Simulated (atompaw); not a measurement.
Pseudopotential generation for phosphorus: PAW (atompaw), PBE, scalar-relativistic.

The input file (atompaw 4.2.0.5):

```
P 15
GGA-PBE scalarrelativistic loggrid 1500 logderivrange -3 5 201
3 3 0 0 0 0
3 1 3
0 0 0
c
c
v
c
v
2
2.20 2.15 2.00 2.00
y
-0.2
n
y
0.1
n
y
0.05
y
0.95
n
custom polynom gramschmidtortho sinc
bessel
2.20
1.60
2.20
2.20
2.20
2.20
PWSCFOUT
UPFDX 0.0125d0 UPFXMIN -7.d0 UPFZMESH 15.d0
END
```

Command:

```bash
atompaw < P.input > P.log
```

The program printed (summary file):

```
Completed calculations for P (AE)

 Exchange-correlation type: GGA, Perdew-Burke-Ernzerhof

 Radial integration grid is logarithmic
 r0 =   5.3031253E-04 h =   7.9546880E-03   n =      1500 rmax =   8.0000000E+01

 Scalar relativistic calculation

 AEatom converged in  32 iterations
   nz     =  15.00
   delta  =       8.970348567620E-17

 All Electron Orbital energies:
  n  l      occupancy      energy
  1  0      2.0000000E+00 -1.5318380E+02
  2  0      2.0000000E+00 -1.2788127E+01
  3  0      2.0000000E+00 -1.0267284E+00
  2  1      6.0000000E+00 -9.1500967E+00
  3  1      3.0000000E+00 -4.0474358E-01

 Total energy
   Total                    :     -683.80432759913162

 ---
 Completed calculations for P (SC)

 Exchange-correlation type: GGA, Perdew-Burke-Ernzerhof

 Radial integration grid is logarithmic
 r0 =   5.3031253E-04 h =   7.9546880E-03   n =      1500 rmax =   8.0000000E+01

 Scalar relativistic calculation

 SCatom converged in   1 iterations
   nz     =  15.00
   delta  =       4.189078590474E-17

 Valence Electron Orbital energies:
  n  l      occupancy      energy
   3  0      2.0000000E+00 -1.0267284E+00
   3  1      3.0000000E+00 -4.0474358E-01

 Total energy
   Total                    :     -683.80432760087933
   Valence                  :      -55.14064072563057

 PAW parameters:
       lmax =            2
         rc =    2.2127350795271603
        irc =         1049
   rc_shape =    2.1605428093420294
    rc_vloc =    2.0112352424009425
    rc_core =    2.0112352424009425
   Vloc: truncated form - Vps(r)=A.sin(qr)/r for r<rc
   Projector type: polynomial pseudization + Gram-Schmidt ortho.
   Sinc^2 compensation charge shape zeroed at   2.1605E+00

 Number of basis functions     6
 No.   n  nodes  l      Energy         Cp coeff         Occ
  1    3    2    0   -0.1026728E+01  0.1000000E+01  0.2000000E+01
  2  999    3    0   -0.2000000E+00 -0.2457668E+00  0.0000000E+00
  3    3    1    1   -0.4047436E+00  0.1000000E+01  0.3000000E+01
  4  999    2    1    0.1000000E+00 -0.8419908E-02  0.0000000E+00
  5  999    0    2    0.5000000E-01  0.1000000E+01  0.0000000E+00
  6  999    1    2    0.9500000E+00 -0.3490740E-02  0.0000000E+00

 Eigenvalues of overlap operator (in the basis of projectors):
    1        2.29715701E-01
    2        3.91094558E-01
    3        1.30918165E+00
    4        3.06969864E+00
    5        3.50880717E+00
    6        7.20187232E+00

 Orbital leakage outside PAW augmentation regions
   orb  is_core?  %out_of_sphere
   1 0    T           0.00
   2 0    T           0.00
   3 0    F          28.80
   2 1    T           0.00
   3 1    F          49.10

 Summary of PAW energies
   Total valence energy     :    -55.14065049388007
   Smooth energy            :      8.08172321299545
   One center               :    -63.22237370687552
   Smooth kinetic           :      4.76209955027429
   Vloc energy              :      1.98644467285473
   Smooth exch-corr         :     -3.41529515358456
   One-center xc            :    -42.56937171952777
```

The run took about 1.9 s on one core of a shared server CPU.
